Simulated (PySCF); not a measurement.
Isomers of C3H9NO3Si, one GFN2-xTB conformer each. Single-point energies are computed at PBE0/pcSseg-1 (PySCF, gas phase, no added dispersion term), electronic only.

```
          SMILES  GFN2-xTB relative energy (kJ/mol)
C=CCO[Si](N)(O)O                               10.6
 CO[SiH](NC=O)OC                                0.0
CN[SiH2]OCC(=O)O                              116.1
```

Conformers: `[CH2:1]=[CH:2][CH2:3][O:4][Si:5]([NH2:6])([OH:7])[OH:8]` with C1–C2–C3–O4 -2°, C2–C3–O4–Si5 158°, C3–O4–Si5–N6 -55°, O4–Si5–N6–H 172° and -48°, O4–Si5–O7–H 33°; `[CH3:1][O:2][SiH:3]([NH:4][CH:5]=[O:6])[O:7][CH3:8]` with C1–O2–Si3–N4 175°, O2–Si3–N4–C5 -175°, Si3–N4–C5–O6 2°, O2–Si3–O7–C8 178°; `[CH3:1][NH:2][SiH2:3][O:4][CH2:5][C:6](=[O:7])[OH:8]` with C1–N2–Si3–O4 175°, N2–Si3–O4–C5 55°, Si3–O4–C5–C6 -81°, O4–C5–C6–O7 9°, C5–C6–O8–H 180°.

What does PBE0/pcSseg-1 give for the same structures?

| SMILES | PBE0/pcSseg-1 E (Eh) | PBE0/pcSseg-1 (kJ/mol) | GFN2-xTB (kJ/mol) | point group |
| --- | --- | --- | --- | --- |
| C=CCO[Si](N)(O)O | -689.17871 | 0.0 | 10.6 | C1 |
| CO[SiH](NC=O)OC | -689.13762 | 107.9 | 0.0 | C1 |
| CN[SiH2]OCC(=O)O | -689.09695 | 214.6 | 116.1 | C1 |

GFN2-xTB puts CO[SiH](NC=O)OC lowest instead; measured from each level's own lowest isomer, the values differ by up to 107.9 kJ/mol (CO[SiH](NC=O)OC: 0.0 against 107.9). As drawn, the lowest has a C=C bond outside aromatic rings, which the highest lacks; the highest has a C=O bond and a C(=O)–O unit, which the lowest lacks.

Which frontier levels, dipoles and rotational constants go with these structures?

| SMILES | HOMO (eV, PBE0/pcSseg-1) | LUMO (eV) | dipole (D) | A, B, C (MHz) |
| --- | --- | --- | --- | --- |
| C=CCO[Si](N)(O)O | -7.32 | 0.57 | 1.26 | 3098, 966.1, 913.5 |
| CO[SiH](NC=O)OC | -7.67 | 0.37 | 2.23 | 2624, 1273, 909.1 |
| CN[SiH2]OCC(=O)O | -6.58 | 0.04 | 1.98 | 2927, 1011, 806.4 |
